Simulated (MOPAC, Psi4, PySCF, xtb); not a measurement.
Two geometries of SMILES [Sn]([NH2])[CH3], relaxed at B3LYP-D3(BJ)/def2-SVP with one dihedral held; other torsions can differ between them too.

Structure A

```
8

Sn    -0.5430    -0.2746     1.4078
C      0.3127     1.3082     0.0862
H      0.3070     2.2956     0.5728
H     -0.2671     1.3698    -0.8498
H      1.3540     1.0499    -0.1710
N     -0.4117    -1.6832    -0.0680
H     -0.0528    -1.5173    -1.0062
H     -0.6970    -2.6528     0.0445
```

Structure B

```
8

Sn    -0.2683    -0.4330     1.4551
C      0.2498     1.2787     0.1184
H      0.2740     2.2508     0.6349
H     -0.4122     1.3518    -0.7606
H      1.2710     1.0568    -0.2431
N     -0.9954    -1.5979    -0.1045
H     -0.5655    -2.5023    -0.3048
H     -1.0144    -1.1003    -0.9980
```

Task: Which is lower in energy at the level B3LYP-D3(BJ)/def2-TZVP, def2 effective core potentials past Kr // B3LYP-D3(BJ)/def2-SVP (Psi4), and by how much?

Result: A is lower, by 5.39 kcal/mol (dihedral C2–Sn1–N6–H7: 0° in A, 120° in B).

E(B) − E(A) in kcal/mol at the other levels, on the same two geometries: B3LYP/def2-TZVP, def2 effective core potentials past Kr // B3LYP-D3(BJ)/def2-SVP (Psi4) 5.42; PBE/def2-TZVP, def2 effective core potentials past Kr // B3LYP-D3(BJ)/def2-SVP (Psi4) 5.13; PBE-D3(BJ)/def2-TZVP, def2 effective core potentials past Kr // B3LYP-D3(BJ)/def2-SVP (Psi4) 5.12; r2SCAN/def2-TZVP, def2 effective core potentials past Kr // B3LYP-D3(BJ)/def2-SVP (Psi4) 5.51; PM6, restricted, heats of formation // B3LYP-D3(BJ)/def2-SVP (MOPAC) 4.29; PM7, restricted, heats of formation // B3LYP-D3(BJ)/def2-SVP (MOPAC) 5.38; GFN1-xTB // B3LYP-D3(BJ)/def2-SVP (xtb) 5.67; restricted Hartree-Fock/LANL2DZ, with its core potentials past Ne // B3LYP-D3(BJ)/def2-SVP (PySCF) 10.13; restricted B3LYP/LANL2DZ, with its core potentials past Ne // B3LYP-D3(BJ)/def2-SVP (PySCF) 9.25.
